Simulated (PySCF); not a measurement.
A species of formula C6H13NO has this rotational fingerprint, computed with PBE0/pcSseg-1 in PySCF (dipole) on a GFN2-xTB geometry, gas phase:

```
Rotational constants : A = 2072, B = 1974, C = 1180 MHz
Dipole components    : |μa| = 1.40 D, |μb| = 3.43 D, |μc| = 1.29 D
Inertial defect      : -71.76 u·Å²
κ                    : 0.78
```

**Question.** Which candidate fits, each taken in the one conformer that was computed?
A. `[CH3:1][CH2:2][CH2:3][CH2:4][NH:5][C:6]([CH3:7])=[O:8]` with C1–C2–C3–C4 -179°, C2–C3–C4–N5 64°, C3–C4–N5–C6 -113°, C4–N5–C6–C7 176°
B. `[CH3:1][N:2]1[CH2:3][CH2:4][CH:5]([OH:6])[CH2:7][CH2:8]1` with C4–C5–O6–H -60°, C1–N2–C3–C4 -173°, N2–C3–C4–C5 -59°, C3–C4–C5–O6 180°, C4–C5–C7–C8 -56° (N-methyl-4-piperidinol)
C. `[CH3:1][C:2](=[O:3])[CH2:4][CH2:5][N:6]([CH3:7])[CH3:8]` with C1–C2–C4–C5 -81°, C2–C4–C5–N6 70°, C4–C5–N6–C7 -150°
D. `[CH3:1][CH2:2][N:3]([CH2:4][CH3:5])[C:6]([CH3:7])=[O:8]` with C1–C2–N3–C4 88°, C2–N3–C4–C5 86°, C2–N3–C6–C7 180° (N,N-diethylacetamide)

**Answer.** D. It is CCN(CC)C(C)=O, an asymmetric top, point group C1. The candidates at the same level (rigid rotor, commonest isotopes):

| SMILES | A (MHz) | B (MHz) | C (MHz) | μa (D) | μb (D) | μc (D) | Δ (u·Å²) | point group | rotor |
| --- | --- | --- | --- | --- | --- | --- | --- | --- | --- |
| CCCCNC(C)=O | 3478 | 997.1 | 933.0 | 1.06 | 0.58 | 3.47 | -110.49 | C1 | near-prolate asymmetric top |
| CN1CCC(O)CC1 | 4465 | 1383 | 1133 | 1.51 | 0.03 | 0.50 | -32.59 | – | asymmetric top |
| CCN(CC)C(C)=O | 2072 | 1974 | 1180 | 1.40 | 3.43 | 1.29 | -71.76 | C1 | asymmetric top |
| CC(=O)CCN(C)C | 3396 | 1183 | 1164 | 3.41 | 0.12 | 1.44 | -141.98 | C1 | near-prolate asymmetric top |

`CN1CCC(O)CC1` has A 116 % too high; `CC(=O)CCN(C)C` has A 64 % too high; `CCCCNC(C)=O` has A 68 % too high. No structure here is proved a minimum.
